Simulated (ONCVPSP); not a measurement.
**arsenic (As): one change to an ONCV potential, before and after**

* Element: arsenic
* Generator: ONCVPSP 4.0.1
* Type: optimised norm-conserving Vanderbilt (ONCV)
* Functional: LDA (Perdew-Zunger)
* Relativity: fully relativistic
* Frozen core: [Ar] 3d10
* Valence charge: 5
* Reference configuration: 4s1 4p4
* Partial waves: 4s: rc 1.35 bohr, ncon 5, nbas 9, qcut 4.8 1/bohr, 2 projectors, debl 0.6 Ha; 4p: rc 1.60 bohr, ncon 5, nbas 9, qcut 4.9 1/bohr, 2 projectors, debl 0.3 Ha
* Local potential: polynomial inside 1.30 bohr (lpopt 5, dvloc0 0 Ha)
* Core correction: Teter function, parameters optimised by the program

Open shells are filled in proportion to 2j + 1.

Change: reference 4s2 4p3; p: rc 1.35, qcut 5.8.

Cutoffs: the cutoffs (Ha) at which the residual kinetic energy of the hardest occupied pseudo-wave falls to 1 and 0.1 mHa per electron; they do not see the model core or the augmentation charge, which bear on the density cutoff. Errors are all-electron minus pseudo energies relative to the spin-unpolarised reference configuration.

What does the change do?

The potential gets harder (103 Ha and 125 Ha → 124 Ha and 145 Ha); both files keep a bound ghost (p, s).

| quantity | base | changed |
| --- | --- | --- |
| cutoff, loose | 103 Ha | 124 Ha |
| cutoff, tight | 125 Ha | 145 Ha |
| loose cutoff by channel | s 103 Ha, p 8.9 Ha | s 103 Ha, p 124 Ha |
| bound ghosts | s, p3/2 | s, p3/2, p1/2 |
| GHOST(+) flags under 300 eV | none | none |
| largest error over its own tests, meV | -1878 | -797 |
| s: phases at 1.37 bohr within 0.05 rad from the reference energy up to (Ha; the scan ends near 5) | to the end of the scan | to the end of the scan |
| rms error of d²Exc/dni dnj with the model core, mHa | 0.19 | 0.26 |

 A true bound ghost makes a file unfit for plane-wave use even where its test errors are small: the radial tests pick states by their node count and pass the ghost by.
